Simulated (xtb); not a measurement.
C4H9O, charge +1, singlet, at a GFN2-xTB geometry; GFN0-xTB (xtb 6.7.1).

Here is a job for xtb.
```
$ xtb mol.xyz --gfn 0 --chrg 1 --json

# file mol.xyz
14

C     -0.00447944    -1.28472879     0.09392042
C      1.23954683    -0.37690799     0.08282651
C      0.68440553     1.04470378    -0.06175191
O     -0.74163892     0.90458995    -0.37031417
C     -1.15092608    -0.31491245     0.32720489
H     -0.12187878    -1.80153494    -0.85891324
H      0.04576841    -2.03792154     0.87515177
H      1.90529941    -0.63552379    -0.73769529
H      1.80459289    -0.46948605     1.00710049
H      1.15957586     1.63391109    -0.84446657
H      0.72977715     1.59910521     0.87765499
H     -0.83620533     0.74778215    -1.33255069
H     -2.11628290    -0.64158325    -0.05666754
H     -1.24881633    -0.04039584     1.37970000
```

Task: Write the output that xtb gives for this input, abridged.

Result: 
```
   ID    Z sym.   atoms
    1    6 C      1-3, 5
    2    8 O      4
    3    1 H      6-14

           -------------------------------------------------
          |                Calculation Setup                |
           -------------------------------------------------

           -------------------------------------------------
          |                 G F N 0 - x T B                 |
           -------------------------------------------------

          ...................................................
          :                      SETUP                      :
          :.................................................:
          :  # basis functions                  38          :
          :  # atomic orbitals                  38          :
          :  # shells                           28          :
          :  # electrons                        30          :
          :  electronic temp.          300.0000000     K    :
          :  accuracy                    1.0000000          :
          :  -> integral cutoff          0.2500000E+02      :
          :  -> integral neglect         0.1000000E-07      :
          ...................................................

         :::::::::::::::::::::::::::::::::::::::::::::::::::::
         ::                     SUMMARY                     ::
         :::::::::::::::::::::::::::::::::::::::::::::::::::::
         :: total energy             -15.020799121403 Eh    ::
         :: gradient norm              0.022266146581 Eh/a0 ::
         :: HOMO-LUMO gap              6.750383195302 eV    ::
         ::.................................................::
         :: H0 energy                -16.549184358308 Eh    ::
         :: repulsion energy           0.213664940334 Eh    ::
         :: electrostat energy         1.336690470504 Eh    ::
         :: -> Gsolv                   0.000000000000 Eh    ::
         ::    -> Gsasa                0.000000000000 Eh    ::
         ::    -> Gshift               0.000000000000 Eh    ::
         :: dispersion energy         -0.002954638235 Eh    ::
         :: short-range corr.         -0.019015535698 Eh    ::
         :: add. restraining           0.000000000000 Eh    ::
         :: total charge               1.000000000000 e     ::
         :::::::::::::::::::::::::::::::::::::::::::::::::::::

           -------------------------------------------------
          |                Property Printout                |
[...]
     6   1 H        0.924     0.181     1.198     1.711
     7   1 H        0.925     0.187     1.169     1.691
     8   1 H        0.925     0.184     1.184     1.702
     9   1 H        0.925     0.183     1.190     1.706
    10   1 H        0.925     0.171     1.261     1.756
    11   1 H        0.924     0.180     1.207     1.718
    12   1 H        0.803     0.256     0.871     1.466
    13   1 H        0.925     0.174     1.242     1.743
    14   1 H        0.924     0.179     1.214     1.723

 Mol. C6AA /au·bohr⁶  :       1159.768685
 Mol. C8AA /au·bohr⁸  :      25921.378899
 Mol. α(0) /au        :         50.025420

Wiberg/Mayer (AO) data.
largest (>0.10) Wiberg bond orders for each atom

 ---------------------------------------------------------------------------
     #   Z sym  total        # sym  WBO       # sym  WBO       # sym  WBO
 ---------------------------------------------------------------------------
     1   6 C    3.989 --     5 C    1.018     2 C    0.999     6 H    0.979
                             7 H    0.976
     2   6 C    3.989 --     3 C    1.011     1 C    0.999     8 H    0.980
                             9 H    0.980
     3   6 C    3.949 --     2 C    1.011    10 H    0.981    11 H    0.981
                             4 O    0.955
     4   8 O    2.952 --    12 H    0.975     3 C    0.955     5 C    0.953
     5   6 C    3.949 --     1 C    1.018    13 H    0.979    14 H    0.979
                             4 O    0.953
     6   1 H    0.986 --     1 C    0.979
     7   1 H    0.985 --     1 C    0.976
     8   1 H    0.987 --     2 C    0.980
     9   1 H    0.986 --     2 C    0.980
    10   1 H    0.988 --     3 C    0.981
    11   1 H    0.996 --     3 C    0.981
    12   1 H    0.972 --     4 O    0.975
    13   1 H    0.988 --     5 C    0.979
    14   1 H    0.991 --     5 C    0.979
 ---------------------------------------------------------------------------

Topologies differ in total number of bonds
Writing topology from bond orders to xtbtopo.mol

 dipole moment from electron density (au)
     X       Y       Z
  -1.0345   1.1215  -0.8962  total (Debye):    4.498

           -------------------------------------------------
          | TOTAL ENERGY              -15.020799121403 Eh   |
          | GRADIENT NORM               0.022266146581 Eh/α |
          | HOMO-LUMO GAP               6.750383195302 eV   |
           -------------------------------------------------

normal termination of xtb
```
